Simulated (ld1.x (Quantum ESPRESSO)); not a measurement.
# What one change does to a pseudopotential (Mn, ultrasoft)

- Element: manganese
- Generator: ld1.x (Quantum ESPRESSO) 7.5
- Type: ultrasoft
- Functional: PW91
- Relativity: scalar-relativistic
- Frozen core: [Ne]
- Valence charge: 15
- Reference configuration: 3s2 3p6 3d5 4s1.75 4p0.25
- Partial waves: 3s (bound): rcut 1.20, rcutus 1.50 bohr; 4s (bound): rcut 1.20, rcutus 1.50 bohr; 3p (bound): rcut 1.65, rcutus 1.95 bohr; 4p (bound): rcut 1.65, rcutus 1.95 bohr; 3d (bound): rcut 1.35, rcutus 1.75 bohr; 3d channel at 2.25 Ry: rcut 1.35, rcutus 1.75 bohr
- Local potential: all-electron potential smoothed inside 1.65 bohr (lloc = -1)
- Core correction: Bessel-smoothed model core inside 0.70 bohr
- Augmentation charge: PSQ, inside the norm-conserving radii

Change: type PAW; local potential all-electron potential smoothed inside 1.85 bohr (lloc = -1).

Cutoffs: the cutoffs (Ry, on a coarse ladder) from which the occupation-weighted sum of valence levels, in a spherical-Bessel basis at the reference potential, stays within 10 and 1 mRy of its value at 400 Ry; they do not see the model core or the augmentation charge, which bear on the density cutoff. Errors are all-electron minus pseudo energies relative to the spin-unpolarised reference configuration.

Predict the effect on cutoff, ghosts and configuration errors.

The potential gets neither clearly harder nor softer (40 Ry and 60 Ry → 40 Ry and 60 Ry); of the 7 tests that both files solve, the error grows in 3 and shrinks in 3 by more than 15 % and 0.3 meV (median size 3.2 → 2.7 meV); the range in which the s phases agree widens (upper end 3.6 → at the end of the scan); the range in which the p phases agree widens (upper end 1.4 → at the end of the scan); neither file shows a bound ghost.

| quantity | base | changed |
| --- | --- | --- |
| cutoff, loose | 40 Ry | 40 Ry |
| cutoff, tight | 60 Ry | 60 Ry |
| bound ghosts | none | none |
| error for 3s2 3p6 3d5 4s2 4p0, meV [ΔE -0.94 eV] | 0.0 | +0.1 |
| error for 3s2 3p6 3d5 4s1 4p0, meV [ΔE 7.53 eV] | -0.3 | -0.9 |
| error for 3s2 3p6 3d5 4s0 4p0, meV [ΔE 23.17 eV] | -3.1 | -4.1 |
| error for 3s2 3p6 3d5 4s0 4p2, meV [ΔE 7.03 eV] | -3.2 | -1.4 |
| error for 3s1 3p6 3d5 4s2 4p0, meV [ΔE 92.57 eV] | -41 | -51 |
| error for 3s2 3p6 3d5 4s0 4p1, meV [ΔE 12.29 eV] | -4.2 | -2.7 |
| error for 3s2 3p6 3d4 4s0 4p0, meV [ΔE 55.79 eV] | +30 | -7.7 |
| s: phases at 2.14 bohr within 0.05 rad from the reference energy up to (Ry; the scan ends near 5) | 3.6 | to the end of the scan |
| p: phases at 2.14 bohr within 0.05 rad from the reference energy up to (Ry; the scan ends near 5) | 1.4 | to the end of the scan |
| d: phases at 2.14 bohr within 0.05 rad from the reference energy up to (Ry; the scan ends near 5) | to the end of the scan | to the end of the scan |
| lowest overlap eigenvalue by channel | s 0.03, p 0.81, d 0.18 | s 0.13, p 0.84, d 0.17 |
